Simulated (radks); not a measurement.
Q: Tc III, configuration [Kr] 4d5. Calculated with a radial shooting solver on a logarithmic mesh with Libxc functionals: scalar-relativistic Kohn-Sham, r2SCAN, spin-unpolarised, spherical densities, finite nucleus; meta-GGA in the generalised Kohn-Sham scheme; Fermi nuclear charge, rms radius 4.4112 fm. Some entries of the table are withheld. Estimate them.

orbital,occ.,eigenvalue (hartree),<r^2> (bohr^2),r(max) (bohr)
1s,2,-769.1478,0.001587,0.02228
2s,2,(1),0.02635,0.1261
2p,6,-99.04815,0.02077,0.1009
3s,2,-19.97804,0.1966,0.3717
3p,6,-16.11427,0.2010,0.3654
3d,10,(2),0.1910,0.3123
4s,2,-3.36613,1.277,0.9515
4p,6,-2.30883,1.575,1.024
4d,5,-0.82302,3.088,1.261

A: 
(1) 2s eigenvalue (hartree): -110.7069
(2) 3d eigenvalue (hartree): -9.87976
